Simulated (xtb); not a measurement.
Input file for xtb: GFN2-xTB on AlSi, 2S+1 = 4, a spin state set in the input, which need not be the lowest, a point of a bond scan (R = 2.247 Å).

```
$ xtb mol.xyz --gfn 2 --sp --chrg 0 --uhf 3
2

Al     0.00000000     0.00000000     0.00000000
Si     0.00000000     0.00000000     2.24701800
```

Q: Give the final energy of this run.

A: -2.5947 hartree.
